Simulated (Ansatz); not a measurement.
Cd₇Te₇H₂₀. Total charge 0; singlet. Geometry r2SCAN-D4/def2-SVP; atoms count from 1.

```
atom    x (Å)    y (Å)    z (Å)
 Cd1  -3.4153   0.1875  -2.7141
 Cd2   1.4456  -1.4389   3.5976
 Cd3  -2.3085   2.7681   0.5985
 Cd4  -2.4968  -2.6735  -1.7115
 Cd5   0.5984  -2.0424  -3.2930
 Cd6   2.2973   1.2904  -1.7187
 Cd7  -0.5791   3.6151  -1.8541
 Te8   0.1022  -2.9817   1.4324
 Te9  -2.2130  -0.2342   0.2358
Te10  -0.3996   0.9275  -3.1592
Te11  -0.4799   0.8240   3.8432
Te12   3.6145  -0.0337   2.1336
Te13   0.8466   2.3104   0.6945
Te14   2.5182  -1.5102  -1.0091
 H15  -4.3395   1.5893  -2.7360
 H16  -3.1463  -1.5387  -3.1270
 H17   1.8651  -2.2832   5.0144
 H18  -2.9563   3.1808   2.1002
 H19  -3.3560  -3.9063  -0.9323
 H20  -0.6865  -2.5549  -2.1246
 H21   1.3026  -2.3150  -4.8009
 H22   3.4593   2.2670  -2.4734
 H23  -2.2562   3.3036  -1.1476
 H24   0.3630   4.8490  -2.5037
 H25  -1.1185  -3.4141   2.4941
 H26   0.9966  -4.3105   1.9460
 H27  -3.7049  -0.4510   0.9450
 H28  -0.0637   1.4414  -4.7064
 H29  -0.9426   0.1836   5.3318
 H30   0.6718   1.7366   4.6386
 H31   4.1529   0.5306   3.6362
 H32   4.6117  -1.3651   2.3388
 H33   1.6621   3.7558   0.8603
 H34   3.9547  -1.7074  -1.8290
```

In the def2 sets Cd, Te take a core potential; there is no spin–orbit coupling. Single mean-field runs in def2-TZVP are fitted with def2-universal-jkfit.

Estimate the Mulliken populations of the heavy atoms from the PBE0/def2-TZVP orbitals of Ansatz.


| atom | charge (e) | d electrons |
| --- | --- | --- |
| Cd1 | 0.39 | 9.96 |
| Cd2 | 0.36 | 9.98 |
| Cd3 | 0.40 | 9.97 |
| Cd4 | 0.35 | 9.97 |
| Cd5 | 0.40 | 9.97 |
| Cd6 | 0.43 | 9.98 |
| Cd7 | 0.40 | 9.97 |
| Te8 | -0.04 | – |
| Te9 | -0.62 | – |
| Te10 | -0.52 | – |
| Te11 | -0.02 | – |
| Te12 | -0.03 | – |
| Te13 | -0.59 | – |
| Te14 | -0.52 | – |
Mulliken values depend strongly on the basis.

And the Mayer bond orders between heavy atoms (over 0.3)?

Cd2–Te8 0.44 (2.98 Å); Cd2–Te11 0.44 (2.98 Å); Cd2–Te12 0.45 (2.97 Å); Cd3–Te9 0.34 (3.03 Å); Cd5–Te14 0.33 (3.03 Å); Cd6–Te10 0.31 (3.08 Å); Cd6–Te13 0.39 (2.99 Å); Cd6–Te14 0.49 (2.90 Å); Cd7–Te10 0.36 (2.99 Å).
